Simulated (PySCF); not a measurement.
Start geometry of [Cu(NH3)2]+, `[NH3]->[Cu+]<-[NH3]` from GFN2-xTB (Å):
```
atom  x, y, z in Å
Cu1    0.001    0.000    0.000
N2    -0.004   -0.014    1.978
H3    -0.424    0.836    2.351
H4     0.944   -0.081    2.347
H5    -0.533   -0.807    2.337
N6     0.004    0.014   -1.977
H7    -0.946    0.018   -2.347
H8     0.479   -0.806   -2.352
H9     0.480    0.840   -2.337
```

Q: What comes out of this run: PySCF, PBE0-D3(BJ)/def2-SVP geometry optimisation, gas phase?

A: 
```
atom  x, y, z in Å
Cu1    0.0003    0.0000    0.0000
N2    -0.0066   -0.0133    1.9295
H3    -0.4241    0.8309    2.3306
H4     0.9338   -0.0794    2.3288
H5    -0.5334   -0.8002    2.3184
N6     0.0066    0.0133   -1.9295
H7    -0.9360    0.0170   -2.3289
H8     0.4791   -0.8015   -2.3304
H9     0.4803    0.8333   -2.3185
```

The energy falls by 3.3 kJ/mol over 4 energy and gradient evaluations, the largest force component goes from 0.0181 to 1.1e-04 Eh/bohr, and the atoms move by 0.028 Å rms after alignment. Among the bonds, Cu1–N2 and Cu1–N6 change most and about equally (-0.048 to -0.047 Å). Bonds longer at the end by more than 0.005 Å: 0 of 8; shorter: 2. Rotational constants go from 92556, 3474, 3474 to 93818, 3618, 3618 MHz. The orientation of the end geometry is arbitrary; only internal coordinates are fixed.

The run used 89 basis functions and 26 SCF cycles in all. Hardware: x86-64 server, one thread, no GPU, on a shared host. Cost: 7.5 s of wall time.

No PBE0-D3(BJ)/def2-SVP frequencies stand behind this structure, so it isn't proved a minimum.
